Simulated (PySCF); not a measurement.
## Correlation energy of Ge⁺ (germanium, charge +1)

[Ar] 3d10 4s2 4p1, 2P determinant. Computed with PySCF 2.14 in x2c-TZVPPall with one added diffuse shell each of s, p, d type (7s6p5d1f, 57 functions), with the spin-free X2C one-electron Hamiltonian (Gaussian nucleus). Frozen: [Ne]; 21 electrons correlated.

MP2 pair energies summed by pair of shells (mhartree):

| pair | energy | share (%) |
| --- | --- | --- |
| 3d-3d | -109.32 | 34.9 |
| 3p-3d | -84.41 | 26.9 |
| 3p-3p | -21.36 | 6.8 |
| 4s-4s | -20.72 | 6.6 |
| 3s-3d | -19.17 | 6.1 |
| 3d-4s | -18.96 | 6.0 |
| 4s-4p | -16.06 | 5.1 |
| 3s-3p | -10.76 | 3.4 |
| 3d-4p | -6.08 | 1.9 |
| 3p-4s | -3.87 | 1.2 |
| 3s-3s | -1.37 | 0.4 |
| 3p-4p | -0.94 | 0.3 |
| 3s-4s | -0.44 | 0.1 |
| 3s-4p | -0.15 | 0.0 |

Total MP2 correlation energy: -313.61 mhartree.

Same-spin part -98.90 and opposite-spin part -214.71 mhartree; SCS-MP2 scales them by 1/3 and 6/5 to -290.62 mhartree.

This basis was not built for core-valence correlation, so the inner-shell part is incomplete.
